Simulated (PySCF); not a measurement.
VOF, SMILES [V]([F])=[O] (connectivity only; charge and spin as stated), neutral, multiplicity 3.

Geometry optimised at B3LYP-D3(BJ)/def2-TZVP. The multiplicity is an assumed one; other spin states were not compared.

Level of theory: TDA-PBE/def2-TZVPD in PySCF.

Vertical excitations. 

Computed lowest excited states:
| state | energy (eV) | λ (nm) | f | main pairs |
|---|---|---|---|---|
| root 1 | 0.41 | 3037 | 0.001 | α HOMO−1→LUMO 100 % |
| root 2 | 0.51 | 2424 | 0.000 | α HOMO→LUMO 99 % |
| root 3 | 1.75 | 707 | 0.003 | α HOMO→LUMO+1 84 %, α HOMO−1→LUMO+2 16 % |
| root 4 | 1.80 | 690 | 0.001 | α HOMO−1→LUMO+1 71 %, α HOMO→LUMO+2 29 % |
| root 5 | 2.29 | 541 | 0.002 | α HOMO−1→LUMO+2 84 %, α HOMO→LUMO+1 15 % |
| root 6 | 2.38 | 520 | 0.001 | α HOMO→LUMO+2 70 %, α HOMO−1→LUMO+1 28 % |
| root 7 | 3.44 | 361 | 0.004 | α HOMO−2→LUMO 92 %, β HOMO→LUMO 6 % |
| root 8 | 3.78 | 328 | 0.002 | α HOMO−3→LUMO 98 % |
| root 9 | 3.84 | 323 | 0.002 | α HOMO−4→LUMO 97 % |
| root 10 | 4.12 | 301 | 0.008 | α HOMO→LUMO+3 93 % |
Unrestricted roots are not spin-pure.
